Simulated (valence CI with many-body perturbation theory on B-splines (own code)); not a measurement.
Forbidden lines of Er44+

Level of theory: valence CI with perturbative core correlation (CI+MBPT): six valence electrons over a frozen Dirac-Fock core [Ar], a basis of 7 s, 7 p, 8 d, 6 f, 4 g, 1 h functions for each j, with the one-electron correlation potential Σ1, the two-electron term Σ2, the three-electron term Σ3, Breit, model QED; selected CI, second order for the rest, scaled by the run's own slope (own B-spline code, finite nucleus).

No measured spectrum was set against this ion. As an estimate, large intervals hold to a few tenths of a per cent, small ones and those within an open d or f shell to about a per cent. Core correlation moves these levels by up to 12000 cm⁻¹, and in measured spectra 5 to 20 % of such shifts remained as error; rates that hang on mixing are uncertain with them. Among the levels kept, up to 1000 cm⁻¹ of a level comes from second order outside the variational space, and about a tenth of that is noise between levels of different J, which matters for small intervals. Only levels of the ground parity were solved; by the run's estimate the other parity begins above the list, which can be wrong where configurations are misplaced.

Lines 51 to 100 of 114 in falling wavelength, among levels below 1630000 cm⁻¹, chosen from the decays that carry over 1 % of a level's rate. Wavelengths and rates use the calculated energies. Electric multipoles are in the length gauge with retardation, E1 and E2 with the static RPA response of the core. M1 uses the relativistic operator with retardation. Weak lines are less certain than strong ones. Lines between different terms over intervals too small for the method are left out, as are lines whose strength nearly cancels. The highest levels of a list are the least certain.

Levels are named by their leading jj configuration (3d3/2^4 stands for four electrons in 3d with j = 3/2), which in mixed levels can hold well under half, so a name can repeat and another be missing. Letters in brackets count levels of one name in rising energy.

```csv
λ vac (Å),Upper,Lower,Type,A (s⁻¹),Branch %
262.2,(3d3/2 3d5/2^5) J=2,(3d3/2^2 3d5/2^4) J=2 [b],M1,4.05e+05,16.5
261.9,(3d3/2^2 3d5/2^4) J=0 [b],(3d3/2^2 3d5/2^4) J=1,M1,1.41e+05,9.2
260.2,(3d3/2 3d5/2^5) J=4,(3d3/2^2 3d5/2^4) J=3 [b],M1,3.86e+05,14.9
258.7,(3d3/2^2 3d5/2^4) J=2 [c],(3d3/2^3 3d5/2^3) J=1 [b],M1,2.52e+05,16.0
257.8,(3d3/2^3 3d5/2^3) J=2 [a],(3d3/2^4 3d5/2^2) J=2,M1,5.90e+05,99.4
257.6,(3d3/2 3d5/2^5) J=1,(3d3/2^2 3d5/2^4) J=0 [a],M1,7.13e+05,18.8
255.7,(3d3/2^2 3d5/2^4) J=2 [c],(3d3/2^3 3d5/2^3) J=2 [b],M1,5.39e+05,34.2
253.6,(3d3/2^2 3d5/2^4) J=1,(3d3/2^3 3d5/2^3) J=2 [a],M1,1.84e+05,14.0
252.9,(3d3/2^3 3d5/2^3) J=5,(3d3/2^4 3d5/2^2) J=4,M1,1.85e+05,99.1
252.8,(3d3/2^3 3d5/2^3) J=6,(3d3/2^4 3d5/2^2) J=4,E2,5.77e+00,100.0
252.8,(3d3/2^2 3d5/2^4) J=6,(3d3/2^3 3d5/2^3) J=6,M1,4.20e+05,70.6
252.7,(3d3/2^2 3d5/2^4) J=6,(3d3/2^3 3d5/2^3) J=5,M1,1.75e+05,29.4
251.6,(3d3/2^2 3d5/2^4) J=4 [a],(3d3/2^3 3d5/2^3) J=4 [a],M1,1.38e+06,79.1
251.5,(3d3/2^3 3d5/2^3) J=3 [b],(3d3/2^4 3d5/2^2) J=2,M1,8.72e+04,20.0
251.3,(3d3/2^2 3d5/2^4) J=4 [b],(3d3/2^3 3d5/2^3) J=3 [b],M1,1.53e+05,17.7
250.9,(3d3/2^2 3d5/2^4) J=4 [c],(3d3/2^3 3d5/2^3) J=3 [c],M1,4.25e+05,40.7
248.7,(3d3/2 3d5/2^5) J=2,(3d3/2^2 3d5/2^4) J=1,M1,6.54e+05,26.7
248.2,(3d3/2 3d5/2^5) J=3,(3d3/2^2 3d5/2^4) J=4 [b],M1,2.59e+05,11.5
246.8,(3d3/2^2 3d5/2^4) J=2 [b],(3d3/2^3 3d5/2^3) J=3 [b],M1,2.66e+05,25.8
242.8,(3d3/2 3d5/2^5) J=1,(3d3/2^2 3d5/2^4) J=2 [a],M1,2.95e+06,77.9
241.7,(3d3/2^2 3d5/2^4) J=4 [a],(3d3/2^3 3d5/2^3) J=3 [a],M1,2.21e+04,1.3
241.0,(3d3/2^2 3d5/2^4) J=2 [b],(3d3/2^3 3d5/2^3) J=2 [a],M1,4.73e+05,45.9
236.9,(3d3/2^2 3d5/2^4) J=4 [c],(3d3/2^3 3d5/2^3) J=4 [b],M1,3.33e+05,32.0
236.2,(3d3/2^2 3d5/2^4) J=3 [a],(3d3/2^3 3d5/2^3) J=4 [a],M1,5.71e+05,35.7
234.3,(3d3/2^2 3d5/2^4) J=5,(3d3/2^3 3d5/2^3) J=4 [a],M1,5.21e+04,5.4
232.5,(3d3/2 3d5/2^5) J=4,(3d3/2^2 3d5/2^4) J=5,M1,8.19e+05,31.6
230.7,(3d3/2 3d5/2^5) J=4,(3d3/2^2 3d5/2^4) J=3 [a],M1,3.26e+04,1.3
227.4,(3d3/2^2 3d5/2^4) J=3 [a],(3d3/2^3 3d5/2^3) J=3 [a],M1,7.01e+05,43.9
226.7,(3d3/2 3d5/2^5) J=3,(3d3/2^2 3d5/2^4) J=3 [b],M1,3.07e+05,13.6
221.5,(3d3/2^3 3d5/2^3) J=3 [b],(3d3/2^4 3d5/2^2) J=4,M1,3.33e+05,76.3
220.3,(3d3/2^2 3d5/2^4) J=4 [b],(3d3/2^3 3d5/2^3) J=5,M1,5.90e+05,68.2
217.7,(3d3/2 3d5/2^5) J=4,(3d3/2^2 3d5/2^4) J=4 [a],M1,1.34e+06,51.8
214.4,(3d5/2^6) J=0,(3d3/2 3d5/2^5) J=1,M1,4.93e+06,99.3
212.8,(3d3/2^3 3d5/2^3) J=0,(3d3/2^4 3d5/2^2) J=2,E2,1.14e+03,2.2
211.6,(3d3/2^2 3d5/2^4) J=3 [b],(3d3/2^3 3d5/2^3) J=4 [a],M1,1.27e+05,11.9
210.1,(3d3/2 3d5/2^5) J=2,(3d3/2^2 3d5/2^4) J=3 [a],M1,9.33e+05,38.1
208.5,(3d3/2^2 3d5/2^4) J=1,(3d3/2^3 3d5/2^3) J=1 [a],M1,5.01e+05,38.1
205.7,(3d3/2^2 3d5/2^4) J=2 [c],(3d3/2^3 3d5/2^3) J=3 [b],M1,6.97e+04,4.4
203.9,(3d3/2 3d5/2^5) J=3,(3d3/2^2 3d5/2^4) J=3 [a],M1,8.57e+05,37.8
203.0,(3d3/2^3 3d5/2^3) J=2 [b],(3d3/2^4 3d5/2^2) J=2,M1,1.08e+05,61.3
201.6,(3d3/2^2 3d5/2^4) J=2 [c],(3d3/2^3 3d5/2^3) J=2 [a],M1,9.11e+04,5.8
201.1,(3d3/2^3 3d5/2^3) J=1 [b],(3d3/2^4 3d5/2^2) J=2,M1,6.18e+04,13.7
199.9,(3d3/2^2 3d5/2^4) J=2 [b],(3d3/2^3 3d5/2^3) J=1 [a],M1,1.08e+04,1.1
193.9,(3d3/2^3 3d5/2^3) J=3 [c],(3d3/2^4 3d5/2^2) J=2,M1,1.53e+05,51.0
193.7,(3d3/2 3d5/2^5) J=3,(3d3/2^2 3d5/2^4) J=4 [a],M1,2.14e+05,9.5
189.7,(3d3/2^2 3d5/2^4) J=4 [b],(3d3/2^3 3d5/2^3) J=3 [a],M1,6.63e+04,7.7
187.9,(3d3/2^2 3d5/2^4) J=2 [d],(3d3/2^3 3d5/2^3) J=3 [c],M1,2.59e+05,25.2
187.1,(3d3/2^2 3d5/2^4) J=2 [b],(3d3/2^3 3d5/2^3) J=3 [a],M1,1.90e+05,18.5
183.1,(3d3/2^3 3d5/2^3) J=4 [b],(3d3/2^4 3d5/2^2) J=4,M1,1.21e+04,34.5
182.5,(3d3/2 3d5/2^5) J=2,(3d3/2^2 3d5/2^4) J=2 [a],M1,3.01e+05,12.3
```
